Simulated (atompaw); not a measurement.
silicon: one change to a PAW (atompaw) potential, before and after

Si, PAW, made with atompaw 4.2.0.5 (PBE, non-relativistic). Core [Ne], reference 3s2 3p1 (charge +1). Waves: 3s (bound): rc 1.50 bohr; 3s channel at -0.7 Ry: rc 1.50 bohr; 3p (bound): rc 1.50 bohr; 3p channel at -0.4 Ry: rc 1.50 bohr. Local part: ultrasoft scheme with l = 2 at 1 Ry, radius 1.15 bohr. Core correction: smooth core density matched at 1.10 bohr. Augmentation charge: sinc compensation charge, radius 1.40 bohr; PAW radius 1.50 bohr; waves and projectors: custom polynom2 7 10 vanderbiltortho.

All-electron outer shells of the reference configuration (PBE, non-relativistic, ld1.x):

```
shell  level (eV)  outermost node (bohr)  outermost maximum (bohr)
   3s      -18.99                   0.72                      1.75
   3p      -11.67                   0.71                      2.04
```

Change: all radii scaled by about 0.81 (s 1.22, p 1.22 bohr); local potential ultrasoft scheme with l = 2 at 1 Ry, radius 0.94 bohr; augmentation sinc compensation charge, radius 1.14 bohr; PAW radius 1.22 bohr; waves and projectors: custom polynom2 7 10 vanderbiltortho; core correction smooth core density matched at 0.90 bohr.

Cutoffs: the cutoffs (Ry, on a coarse ladder) from which the occupation-weighted sum of valence levels, in a spherical-Bessel basis at the reference potential, stays within 10 and 1 mRy of its value at 400 Ry; they do not see the model core or the augmentation charge, which bear on the density cutoff.

**Question.** What does the change do?

**Answer.** The potential gets harder (18 Ry and 21 Ry → 25 Ry and 60 Ry); both files keep a bound ghost (p, s). A smaller radius makes the pseudo-wave follow the all-electron one further in, where it bends more sharply, so more plane waves are needed.

```tsv
quantity	base	changed
cutoff, loose	18 Ry	25 Ry
cutoff, tight	21 Ry	60 Ry
loose cutoff by channel (10 mRy a level)	s 18 Ry, p 6 Ry	s 18 Ry, p 25 Ry
bound ghosts	s, p	s, p
lowest overlap eigenvalue by channel	s 0.25, p 0.66	s 0.45, p 0.74
```

 A true bound ghost makes a file unfit for plane-wave use even where its test errors are small: the radial tests pick states by their node count and pass the ghost by. The cutoffs see the waves, projectors and local potential, not the compensation charge or the core.
